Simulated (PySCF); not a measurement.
Work out the structure from these simulated measurements.

Formula: CH3Cl5Si2.

| Property | Result |
| --- | --- |
| Rotational structure | rotational constants A, B, C: 0.766, 0.482, 0.443 GHz [GFN2-xTB] |
| 13C NMR | chemical shifts (computed TMS as zero) by class: 9.6 (1 C) ppm [GIAO PBE0/pcSseg-1] |
| NMR, other nuclei | isotropic shieldings of nuclei other than C and H, by class: 326 (1 Si), 329 (1 Si), 808 (3 Cl), 883 (2 Cl) ppm [GIAO PBE0/pcSseg-1] |
| Dipole | 1.94 D [PBE0/pcSseg-1] |
| 1H NMR | chemical shifts (computed TMS as zero) by class: 0.80 (3 H) ppm [GIAO PBE0/pcSseg-1] |

Electronic properties: PySCF, gas phase, density fitting. Levels stand in brackets. Isolated species at its GFN2-xTB geometry, gas phase. Each NMR value is the plain mean over a class of atoms that symmetry, rotation or inversion makes alike.

Problem. Give a SMILES that accounts for the data.

Solution. Numbering: `[CH3:1][Si:2]([Cl:3])([Cl:4])[Si:5]([Cl:6])([Cl:7])[Cl:8]`. Its formula, CH3Cl5Si2, gives 0 degrees of unsaturation, so no ring and no π bond. The one carbon: Si-methyl carbon [C1] (9.6 ppm). All hydrogens form one class (0.80 ppm): methyl hydrogen. The other shieldings belong to: 326 ppm, chlorine-bound silicon [Si2]; 329 ppm, chlorine-bound silicon [Si5]; 808 ppm, silicon-bound chlorine [Cl6/Cl7/Cl8]; 883 ppm, silicon-bound chlorine [Cl3/Cl4]. The optimised geometry has point group Cs and is an asymmetric top. Structure: `C[Si](Cl)(Cl)[Si](Cl)(Cl)Cl`. The assignments are read from this structure; whether some other isomer fits the data as well wasn't checked.

Shape of the structure used: `[CH3:1][Si:2]([Cl:3])([Cl:4])[Si:5]([Cl:6])([Cl:7])[Cl:8]`: C1–Si2–Si5–Cl6 -59°.
